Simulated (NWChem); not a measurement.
The numbers come from NWChem runs, not from measurements. System: BF, charge 0, spin multiplicity 1, displaced from the optimised geometry. The structure started from a generated list of species. Level: B3LYP/cc-pVDZ, VWN1-RPA local correlation, spin-restricted.

The NWChem input:

```
start mol
memory heap 200 mb stack 900 mb global 1100 mb
geometry units angstroms nocenter noautoz noautosym
  B      0.000000     0.000000    -0.812271
  F      0.000000     0.000000     2.346561
end
basis spherical
  * library cc-pvdz
end
dft
  xc b3lyp
  semidirect memsize 60000000 filesize 0
  iterations 100
end
task dft energy
```

Part of the output:

```
             Northwest Computational Chemistry Package (NWChem) 7.3.0
             --------------------------------------------------------

                                NWChem Input Module
                                -------------------

 Scaling coordinates for geometry "geometry" by  1.889725989
 (inverse scale =  0.529177249)

                             Geometry "geometry" -> ""
                             -------------------------

 Output coordinates in angstroms (scale by  1.889725989 to convert to a.u.)

  No.       Tag          Charge          X              Y              Z
 ---- ---------------- ---------- -------------- -------------- --------------
    1 B                    5.0000     0.00000000     0.00000000    -0.81227100
    2 F                    9.0000     0.00000000     0.00000000     2.34656100

 Effective nuclear repulsion energy (a.u.)       7.5385383601

            Nuclear Dipole moment (a.u.)
            ----------------------------
        X                 Y               Z
 ---------------- ---------------- ----------------
     0.0000000000     0.0000000000    32.2343676570


 Summary of "ao basis" -> "" (spherical)
 ------------------------------------------------------------------------------
       Tag                 Description            Shells   Functions and Types
 ---------------- ------------------------------  ------  ---------------------
 *                          cc-pvdz                   on all atoms

                                 NWChem DFT Module
                                 -----------------

 Summary of "ao basis" -> "ao basis" (spherical)
 ------------------------------------------------------------------------------
       Tag                 Description            Shells   Functions and Types
 ---------------- ------------------------------  ------  ---------------------
 B                          cc-pvdz                  6       14   3s2p1d
 F                          cc-pvdz                  6       14   3s2p1d

 Summary of "ao basis" -> "ao basis" (spherical)
 ------------------------------------------------------------------------------
[...]
  ----- ------------  ---------------      ----- ------------  ---------------
    19      0.483019  2 F  py                18      0.448936  2 F  px
    22      0.353269  2 F  py                21      0.328342  2 F  px
     8      0.054962  1 B  py                 5      0.053122  1 B  py
     7      0.051084  1 B  px                 4      0.049374  1 B  px

 Vector    7  Occ=2.000000D+00  E=-2.493666D-01
              MO Center= -4.7D-11,  4.3D-11,  2.3D+00, r^2= 6.3D-01
   Bfn.  Coefficient  Atom+Function         Bfn.  Coefficient  Atom+Function
  ----- ------------  ---------------      ----- ------------  ---------------
    18      0.483019  2 F  px                19     -0.448936  2 F  py
    21      0.353269  2 F  px                22     -0.328342  2 F  py
     7      0.054962  1 B  px                 4      0.053122  1 B  px
     8     -0.051084  1 B  py                 5     -0.049374  1 B  py

 Vector    8  Occ=0.000000D+00  E=-1.830322D-01
              MO Center= -1.3D-10,  1.4D-10, -7.7D-01, r^2= 1.7D+00
   Bfn.  Coefficient  Atom+Function         Bfn.  Coefficient  Atom+Function
  ----- ------------  ---------------      ----- ------------  ---------------
     5     -0.502573  1 B  py                 4      0.473404  1 B  px
     8     -0.312866  1 B  py                 7      0.294707  1 B  px
    19      0.067185  2 F  py                18     -0.063286  2 F  px
    22      0.050086  2 F  py                21     -0.047179  2 F  px

 Vector    9  Occ=0.000000D+00  E=-1.830322D-01
              MO Center=  1.2D-12,  1.4D-12, -7.7D-01, r^2= 1.7D+00
   Bfn.  Coefficient  Atom+Function         Bfn.  Coefficient  Atom+Function
  ----- ------------  ---------------      ----- ------------  ---------------
     4      0.502573  1 B  px                 5      0.473404  1 B  py
     7      0.312866  1 B  px                 8      0.294707  1 B  py
    18     -0.067185  2 F  px                19     -0.063286  2 F  py
    21     -0.050086  2 F  px                22     -0.047179  2 F  py

 Vector   10  Occ=0.000000D+00  E=-1.723731D-01
              MO Center=  1.2D-10, -1.3D-10, -6.6D-02, r^2= 3.0D+00
   Bfn.  Coefficient  Atom+Function         Bfn.  Coefficient  Atom+Function
  ----- ------------  ---------------      ----- ------------  ---------------
     6      0.652060  1 B  pz                 9      0.336094  1 B  pz
    20      0.336866  2 F  pz                23      0.258159  2 F  pz
     2      0.089590  1 B  s                 17     -0.031949  2 F  s
     3     -0.029777  1 B  s

 center of mass
 --------------
 x =   0.00000000 y =   0.00000000 z =   2.24431446

 moments of inertia (a.u.)
 ------------------
         248.367635799320           0.000000000000           0.000000000000
           0.000000000000         248.367635799320           0.000000000000
           0.000000000000           0.000000000000           0.000000000000

     Multipole analysis of the density
     ---------------------------------

     L   x y z        total         alpha         beta         nuclear
     -   - - -        -----         -----         ----         -------
     0   0 0 0     -0.000000     -7.000000     -7.000000     14.000000

     1   1 0 0      0.000000      0.000000      0.000000      0.000000
     1   0 1 0     -0.000000     -0.000000     -0.000000      0.000000
     1   0 0 1     -2.492925    -17.363646    -17.363646     32.234368

     2   2 0 0     -7.610017     -3.805009     -3.805009      0.000000
     2   1 1 0      0.000000      0.000000      0.000000      0.000000
     2   1 0 1      0.000000      0.000000      0.000000      0.000000
     2   0 2 0     -7.610017     -3.805009     -3.805009      0.000000
     2   0 1 1     -0.000000     -0.000000     -0.000000      0.000000
     2   0 0 2    -15.833004   -102.292693   -102.292693    188.752381

 Task  times  cpu:        1.1s     wall:        1.1s

 Total times  cpu:        1.1s     wall:        1.1s
```
